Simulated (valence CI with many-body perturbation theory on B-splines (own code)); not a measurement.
**E1 transitions of Yb21+**

Computed by configuration interaction combined with many-body perturbation theory (CI+MBPT): three valence electrons over a frozen Dirac-Fock core [Kr] 4d10, a basis of 7 s, 7 p, 7 d, 7 f, 4 g, 2 h functions for each j, with the one-electron correlation potential Σ1 (screened to all orders), the two-electron term Σ2, the three-electron term Σ3, Breit, model QED; selected single and double excitations, second order for the rest, scaled by the run's own slope (own B-spline code, finite nucleus).

No measured levels were compared; by estimate terms of the open shell hold to a few per cent of their energy, and close levels can change places. The list stops below the first excitations out of the core.

Lines 151 to 200 of 546 in falling wavelength, among levels below 1153600 cm⁻¹, chosen from the strongest by gf and those to the six lowest levels. Wavelengths and rates use the calculated energies, so an error of 2000 cm⁻¹ moves a line at 28.98 nm by 0.58 % and its rate by three times that or more. Electric multipoles are in the length gauge, E1 and E2 with the static RPA response of the core. Weak lines are less certain than strong ones. Lines between different terms over intervals too small for the method are left out, as are lines whose strength nearly cancels. Where a level lies close to another of its J and parity, the split of strength between their lines is uncertain. The highest levels of a list are the least certain.

Levels are named by their leading jj configuration (3d3/2^4 stands for four electrons in 3d with j = 3/2), which in mixed levels can hold well under half, so a name can repeat and another be missing. Letters in brackets count levels of one name in rising energy.

| λ vac (nm) | Upper | Lower | A (s⁻¹) | S (a.u.) |
| --- | --- | --- | --- | --- |
| 28.98 | (4f5/2 4f7/2 5p1/2) J=3/2 [b] | (4f5/2^2 5s) J=5/2 | 1.49e+08 | 7.16e-03 |
| 28.94 | (4f5/2 4f7/2 5p3/2) J=3/2 [b] | (4f7/2^2 5s) J=1/2 | 1.68e+08 | 8.03e-03 |
| 28.93 | (4f5/2 4f7/2 5p1/2) J=11/2 [b] | (4f5/2 4f7/2 5s) J=11/2 [a] | 3.07e+07 | 4.40e-03 |
| 28.88 | (4f5/2 4f7/2 5p1/2) J=13/2 | (4f5/2 4f7/2 5s) J=11/2 [a] | 4.02e+07 | 6.69e-03 |
| 28.87 | (4f7/2^2 5p1/2) J=1/2 | (4f7/2^2 5s) J=3/2 | 4.93e+08 | 1.17e-02 |
| 28.77 | (4f7/2^2 5p1/2) J=5/2 | (4f5/2 4f7/2 5s) J=7/2 [a] | 8.20e+07 | 5.78e-03 |
| 28.09 | (4f7/2^2 5p3/2) J=3/2 [a] | (4f7/2^2 5s) J=1/2 | 2.88e+08 | 1.26e-02 |
| 27.70 | (4f7/2^2 5p3/2) J=1/2 | (4f7/2^2 5s) J=1/2 | 7.24e+08 | 1.52e-02 |
| 27.34 | (4f7/2^2 5p1/2) J=1/2 | (4f5/2 4f7/2 5s) J=3/2 [b] | 1.75e+08 | 3.54e-03 |
| 27.06 | (4f5/2^2 5p3/2) J=5/2 [b] | (4f7/2^2 5s) J=3/2 | 2.02e+08 | 1.19e-02 |
| 26.98 | (4f5/2^2 5p3/2) J=11/2 | (4f5/2 4f7/2 5s) J=11/2 [b] | 2.23e+07 | 2.59e-03 |
| 26.73 | (4f5/2^2 5p3/2) J=3/2 | (4f5/2 4f7/2 5s) J=1/2 | 8.27e+08 | 3.12e-02 |
| 26.67 | (4f7/2^2 5p1/2) J=1/2 | (4f5/2 4f7/2 5s) J=3/2 [a] | 1.92e+09 | 3.60e-02 |
| 26.60 | (4f5/2^2 5p3/2) J=1/2 | (4f5/2 4f7/2 5s) J=1/2 | 1.31e+08 | 2.43e-03 |
| 26.47 | (4f5/2 4f7/2 5p3/2) J=3/2 [a] | (4f7/2^2 5s) J=3/2 | 1.79e+08 | 6.56e-03 |
| 26.45 | (4f5/2 4f7/2 5p3/2) J=9/2 [a] | (4f5/2 4f7/2 5s) J=11/2 [b] | 5.68e+07 | 5.19e-03 |
| 26.37 | (4f5/2^2 5p3/2) J=9/2 | (4f7/2^2 5s) J=7/2 | 2.33e+07 | 2.11e-03 |
| 26.21 | (4f5/2 4f7/2 5p3/2) J=7/2 [a] | (4f7/2^2 5s) J=5/2 | 9.11e+07 | 6.48e-03 |
| 26.14 | (4f5/2 4f7/2 5p3/2) J=11/2 [a] | (4f5/2 4f7/2 5s) J=11/2 [b] | 9.57e+07 | 1.01e-02 |
| 26.12 | (4f5/2^2 5p3/2) J=3/2 | (4f5/2 4f7/2 5s) J=3/2 [b] | 9.54e+07 | 3.36e-03 |
| 26.12 | (4f5/2 4f7/2 5p3/2) J=11/2 [a] | (4f5/2 4f7/2 5s) J=13/2 | 1.14e+08 | 1.20e-02 |
| 26.10 | (4f5/2 4f7/2 5p3/2) J=1/2 [b] | (4f7/2^2 5s) J=1/2 | 2.52e+08 | 4.42e-03 |
| 26.08 | (4f5/2 4f7/2 5p3/2) J=13/2 [a] | (4f5/2 4f7/2 5s) J=11/2 [b] | 1.83e+07 | 2.25e-03 |
| 25.99 | (4f5/2^2 5p3/2) J=1/2 | (4f5/2 4f7/2 5s) J=3/2 [b] | 1.38e+08 | 2.40e-03 |
| 25.99 | (4f5/2^2 5p3/2) J=9/2 | (4f7/2^2 5s) J=9/2 | 4.05e+07 | 3.51e-03 |
| 25.96 | (4f7/2^2 5p3/2) J=3/2 [b] | (4f7/2^2 5s) J=1/2 | 1.40e+08 | 4.83e-03 |
| 25.94 | (4f5/2 4f7/2 5p3/2) J=5/2 [b] | (4f7/2^2 5s) J=3/2 | 2.69e+08 | 1.39e-02 |
| 25.91 | (4f5/2 4f7/2 5p3/2) J=3/2 [a] | (4f7/2^2 5s) J=5/2 | 1.42e+08 | 4.88e-03 |
| 25.88 | (4f5/2 4f7/2 5p3/2) J=7/2 [b] | (4f7/2^2 5s) J=5/2 | 2.57e+07 | 1.76e-03 |
| 25.74 | (4f5/2 4f7/2 5p3/2) J=3/2 [a] | (4f5/2 4f7/2 5s) J=1/2 | 1.91e+08 | 6.43e-03 |
| 25.72 | (4f5/2 4f7/2 5p3/2) J=5/2 [a] | (4f7/2^2 5s) J=5/2 | 4.22e+07 | 2.13e-03 |
| 25.71 | (4f5/2^2 5p3/2) J=5/2 [b] | (4f5/2 4f7/2 5s) J=3/2 [b] | 5.99e+08 | 3.02e-02 |
| 25.67 | (4f5/2^2 5p3/2) J=3/2 | (4f5/2^2 5s) J=1/2 | 5.76e+08 | 1.92e-02 |
| 25.55 | (4f5/2^2 5p3/2) J=1/2 | (4f5/2^2 5s) J=1/2 | 2.57e+08 | 4.23e-03 |
| 25.41 | (4f5/2^2 5p3/2) J=11/2 | (4f7/2^2 5s) J=9/2 | 5.05e+07 | 4.91e-03 |
| 25.40 | (4f5/2 4f7/2 5p3/2) J=5/2 [b] | (4f7/2^2 5s) J=5/2 | 2.16e+08 | 1.05e-02 |
| 25.31 | (4f5/2 4f7/2 5p3/2) J=9/2 [b] | (4f5/2 4f7/2 5s) J=11/2 [b] | 1.96e+07 | 1.57e-03 |
| 25.29 | (4f5/2 4f7/2 5p3/2) J=9/2 [a] | (4f7/2^2 5s) J=7/2 | 4.66e+08 | 3.72e-02 |
| 25.26 | (4f5/2 4f7/2 5p3/2) J=7/2 [c] | (4f7/2^2 5s) J=5/2 | 4.81e+08 | 3.06e-02 |
| 25.17 | (4f5/2 4f7/2 5p3/2) J=3/2 [a] | (4f5/2 4f7/2 5s) J=3/2 [b] | 1.25e+09 | 3.92e-02 |
| 25.15 | (4f7/2^2 5p3/2) J=15/2 | (4f5/2 4f7/2 5s) J=13/2 | 1.25e+07 | 1.56e-03 |
| 25.10 | (4f5/2^2 5p3/2) J=7/2 [a] | (4f5/2 4f7/2 5s) J=5/2 [a] | 1.22e+09 | 7.62e-02 |
| 25.09 | (4f5/2^2 5p3/2) J=7/2 [a] | (4f5/2 4f7/2 5s) J=7/2 [b] | 2.78e+08 | 1.73e-02 |
| 25.07 | (4f5/2^2 5p3/2) J=9/2 | (4f5/2 4f7/2 5s) J=7/2 [b] | 1.17e+08 | 9.13e-03 |
| 25.03 | (4f7/2^2 5p3/2) J=13/2 | (4f5/2 4f7/2 5s) J=11/2 [b] | 1.15e+08 | 1.25e-02 |
| 25.02 | (4f5/2^2 5p3/2) J=5/2 [b] | (4f5/2 4f7/2 5s) J=5/2 [b] | 1.63e+08 | 7.54e-03 |
| 25.01 | (4f7/2^2 5p3/2) J=5/2 [a] | (4f7/2^2 5s) J=3/2 | 3.15e+08 | 1.46e-02 |
| 24.95 | (4f5/2^2 5p3/2) J=7/2 [b] | (4f5/2 4f7/2 5s) J=5/2 [b] | 7.00e+08 | 4.29e-02 |
| 24.93 | (4f5/2 4f7/2 5p3/2) J=9/2 [a] | (4f7/2^2 5s) J=9/2 | 3.21e+08 | 2.45e-02 |
| 24.90 | (4f5/2^2 5p3/2) J=11/2 | (4f7/2^2 5s) J=11/2 | 1.43e+08 | 1.31e-02 |
